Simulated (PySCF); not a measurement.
PySCF input (TPSS/def2-TZVPD):

```python
from pyscf import gto, scf, dft

mol = gto.M(
    atom='''
    Sb    0.00056999   -0.00031278    0.03064668
    H    -1.03135561   -1.21343333   -0.51443031
    H    -0.55403034    1.49938768   -0.49562120
    H     1.55631663   -0.27000276   -0.55292896
    ''',
    basis='def2-tzvpd',
    ecp='def2-tzvp',
    charge=1,
    spin=1,
    verbose=4,
)

mf = dft.UKS(mol, xc='tpss').density_fit(auxbasis='def2-universal-jkfit')
mf.grids.level = 3
mf.conv_tol = 1e-9
mf.max_cycle = 100
mf.max_memory = 1500
mf.kernel()
if not mf.converged:
    mf = mf.newton()
    mf.kernel(mf.make_rdm1())
for _ in range(2):
    mo, _, stable, _ = mf.stability(return_status=True)
    if stable:
        break
    mf.kernel(mf.make_rdm1(mo, mf.mo_occ))
mf.analyze()
```

End of the output:

```
Extra cycle  E= -241.599234975694  delta_E= 5.12e-13  |g|= 5.53e-07  |ddm|= 1.09e-06
converged SCF energy = -241.599234975694  <S^2> = 0.75167639  2S+1 = 2.0016757
uhf_internal: lowest eigs of H = [0.28307601 0.28310505 0.39783077]
<class 'pyscf.df.df_jk.DFUKS'> wavefunction is stable in the internal stability analysis
**** SCF Summaries ****
Total Energy =                        -241.599234975693975
Nuclear Repulsion Energy =              22.267241407614534
One-electron Energy =                 -458.329612783362847
Two-electron Energy =                  194.463136400054339
Two-electron Coulomb Energy =          214.557406700259975
DFT Exchange-Correlation Energy =      -20.094270300205626
HOMO-LUMO gap [eV] =                     1.542057140801707
**** MO energy ****
                             alpha | beta                alpha | beta
MO #1   energy= -5.83084194085395  | -5.82884094829488  occ= 1 | 1
MO #2   energy= -4.09337702471033  | -4.08893203472969  occ= 1 | 1
MO #3   energy= -4.08652921819728  | -4.08567417008716  occ= 1 | 1
MO #4   energy= -4.08652918944292  | -4.08567414378713  occ= 1 | 1
MO #5   energy= -1.51120374616496  | -1.50454247158445  occ= 1 | 1
MO #6   energy= -1.50990260174515  | -1.50454241629996  occ= 1 | 1
MO #7   energy= -1.50990255674047  | -1.50420560997153  occ= 1 | 1
MO #8   energy= -1.50454240061389  | -1.50248447484201  occ= 1 | 1
MO #9   energy= -1.50454237836261  | -1.5024844595864   occ= 1 | 1
MO #10  energy= -0.820663246037864 | -0.799706164159177 occ= 1 | 1
MO #11  energy= -0.599574378911945 | -0.58814312341614  occ= 1 | 1
MO #12  energy= -0.599574269519522 | -0.588143012717499 occ= 1 | 1
MO #13  energy= -0.49150306331332  | -0.434833508162093 occ= 1 | 0
MO #14  energy= -0.272596416426233 | -0.258380960544157 occ= 0 | 0
MO #15  energy= -0.252304453001714 | -0.234812772647022 occ= 0 | 0
MO #16  energy= -0.252304294484564 | -0.234812610255774 occ= 0 | 0
MO #17  energy= -0.158788069663296 | -0.143911594187852 occ= 0 | 0
MO #18  energy= -0.139607742203808 | -0.126843600650523 occ= 0 | 0
MO #19  energy= -0.139607522048204 | -0.126843503264538 occ= 0 | 0
MO #20  energy= -0.0997505110564985 | -0.0947398051533331 occ= 0 | 0
MO #21  energy= -0.0997504019221902 | -0.0947397793326126 occ= 0 | 0
MO #22  energy= -0.0825089250148334 | -0.0665989923951651 occ= 0 | 0
MO #23  energy= -0.076344408695749 | -0.0588369333505954 occ= 0 | 0
MO #24  energy= -0.0216123312933842 | -0.0126600518819782 occ= 0 | 0
MO #25  energy= -0.0216121342714418 | -0.012659909127128 occ= 0 | 0
MO #26  energy= 0.0110855961326992 | 0.0139592826364439 occ= 0 | 0
MO #27  energy= 0.0257108202896263 | 0.0367979966180143 occ= 0 | 0
MO #28  energy= 0.0257110882835165 | 0.0367981463938334 occ= 0 | 0
MO #29  energy= 0.0462226033488493 | 0.0605710618282194 occ= 0 | 0
MO #30  energy= 0.0540100642773812 | 0.0695863169026768 occ= 0 | 0
MO #31  energy= 0.0540105332256101 | 0.069586747989914  occ= 0 | 0
MO #32  energy= 0.0717724264076791 | 0.0795173000839249 occ= 0 | 0
MO #33  energy= 0.0833793517020744 | 0.092049741842496  occ= 0 | 0
MO #34  energy= 0.083379795571422  | 0.092049938963912  occ= 0 | 0
MO #35  energy= 0.117281539844769  | 0.133116156137474  occ= 0 | 0
MO #36  energy= 0.180424496276129  | 0.190754633398497  occ= 0 | 0
MO #37  energy= 0.180424846913353  | 0.190754836895459  occ= 0 | 0
MO #38  energy= 0.184100190397435  | 0.195408497330793  occ= 0 | 0
MO #39  energy= 0.210697058468506  | 0.217065531975951  occ= 0 | 0
MO #40  energy= 0.210697354678716  | 0.217065714466559  occ= 0 | 0
MO #41  energy= 0.309039221922747  | 0.32417660904937   occ= 0 | 0
MO #42  energy= 0.309039632697421  | 0.324176770040093  occ= 0 | 0
MO #43  energy= 0.357225305622753  | 0.371869244006869  occ= 0 | 0
MO #44  energy= 0.485428145945364  | 0.495298043079164  occ= 0 | 0
MO #45  energy= 0.488211370699436  | 0.514070370000033  occ= 0 | 0
MO #46  energy= 0.489265650796328  | 0.520614646638877  occ= 0 | 0
MO #47  energy= 0.489265711878988  | 0.520614836507605  occ= 0 | 0
MO #48  energy= 0.612575345978947  | 0.63150296464091   occ= 0 | 0
MO #49  energy= 0.612575643558458  | 0.631503060600032  occ= 0 | 0
MO #50  energy= 0.621840343339525  | 0.635091993336513  occ= 0 | 0
MO #51  energy= 0.752182419126465  | 0.767744686216269  occ= 0 | 0
MO #52  energy= 0.79048097162882   | 0.801954152998133  occ= 0 | 0
MO #53  energy= 0.790481444601403  | 0.801954976433155  occ= 0 | 0
MO #54  energy= 1.01686891075084   | 1.02976854821167   occ= 0 | 0
MO #55  energy= 1.01686925787387   | 1.0297693157106    occ= 0 | 0
MO #56  energy= 1.0172982897152    | 1.04039921828319   occ= 0 | 0
MO #57  energy= 1.04178817868042   | 1.05662875880082   occ= 0 | 0
MO #58  energy= 1.0417890230569    | 1.05662937966721   occ= 0 | 0
MO #59  energy= 1.41091894379808   | 1.42763554121542   occ= 0 | 0
MO #60  energy= 1.44377978610159   | 1.456684248749     occ= 0 | 0
MO #61  energy= 1.44378038362045   | 1.45668506240421   occ= 0 | 0
MO #62  energy= 1.48043708376109   | 1.49564582798585   occ= 0 | 0
MO #63  energy= 1.48043772141731   | 1.49564663631017   occ= 0 | 0
MO #64  energy= 1.50578688156351   | 1.51870787131018   occ= 0 | 0
MO #65  energy= 1.96432175289319   | 1.97669719340741   occ= 0 | 0
MO #66  energy= 2.00675473927682   | 2.01992692949097   occ= 0 | 0
MO #67  energy= 2.00675499867352   | 2.01992741279558   occ= 0 | 0
MO #68  energy= 2.0344979747112    | 2.04243801044084   occ= 0 | 0
MO #69  energy= 2.08507587044746   | 2.09480142431321   occ= 0 | 0
MO #70  energy= 2.08507654939783   | 2.09480230440932   occ= 0 | 0
MO #71  energy= 2.13568788946228   | 2.14698490104021   occ= 0 | 0
MO #72  energy= 2.18534356998904   | 2.19016130952098   occ= 0 | 0
MO #73  energy= 2.19802740492573   | 2.20924233573359   occ= 0 | 0
MO #74  energy= 2.19802831704866   | 2.20924317412924   occ= 0 | 0
MO #75  energy= 2.51165259741701   | 2.5312470807057    occ= 0 | 0
MO #76  energy= 2.69163868762355   | 2.71249299336793   occ= 0 | 0
MO #77  energy= 2.69164135891887   | 2.71249455314592   occ= 0 | 0
MO #78  energy= 3.50566729341944   | 3.51828012630456   occ= 0 | 0
MO #79  energy= 38.796058347198    | 38.7986786188808   occ= 0 | 0
MO #80  energy= 38.9690369921795   | 38.9692125957051   occ= 0 | 0
MO #81  energy= 38.9690370078646   | 38.9692126108724   occ= 0 | 0
MO #82  energy= 39.8491951163556   | 39.8510882918214   occ= 0 | 0
MO #83  energy= 112.580854814863   | 112.581233159439   occ= 0 | 0

To work with the spin densities directly, `use mulliken_meta_spin()` only printing them here.

WARN: Weak orthogonality for localized orbitals 9.888595730993214e-09

 ** Mulliken spin pop alpha/beta on meta-lowdin orthogonal AOs **
 ** Mulliken Spin Density (per AO)  **
spin_pop of  0 Sb 4s        0.00006
spin_pop of  0 Sb 5s        0.15976
spin_pop of  0 Sb 6s        0.01679
spin_pop of  0 Sb 7s        0.00031
spin_pop of  0 Sb 8s        0.00044
spin_pop of  0 Sb 9s        0.00048
spin_pop of  0 Sb 10s        0.00043
spin_pop of  0 Sb 4px       0.00046
spin_pop of  0 Sb 4py       0.00001
spin_pop of  0 Sb 4pz       0.00000
spin_pop of  0 Sb 5px       0.04402
spin_pop of  0 Sb 5py       0.00004
spin_pop of  0 Sb 5pz       0.00004
spin_pop of  0 Sb 6px       0.01505
[...]
```
